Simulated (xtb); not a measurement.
Harmonic IR lines of one isomer of C9H9B2N, unscaled. Calculation: GFN2-xTB (xtb).

| wavenumber (cm⁻¹) | relative intensity |
|---|---|
| 815 | 62 |
| 823 | 37 |
| 888 | 5.1 |
| 961 | 6.6 |
| 1181 | 8.4 |
| 1210 | 32 |
| 1223 | 5.4 |
| 1243 | 22 |
| 1261 | 16 |
| 1330 | 3.2 |
| 1349 | 4.0 |
| 1461 | 9.3 |
| 1536 | 29 |
| 1563 | 38 |
| 1590 | 5.4 |
| 2642 | 100 |
| 2679 | 35 |
| 2711 | 23 |
| 3044 | 8.6 |
| 3055 | 13 |
| 3074 | 8.0 |
| 3091 | 15 |

Question: Identify which structure gives these lines.
A) `Bc1ccc2ncc(B)cc2c1`
B) `Bc1cc(B)c2ncccc2c1`
C) `Bc1cc(B)c2cccnc2c1`
D) `Bc1ccc2nccc(B)c2c1`

Answer: B, `Bc1cc(B)c2ncccc2c1`
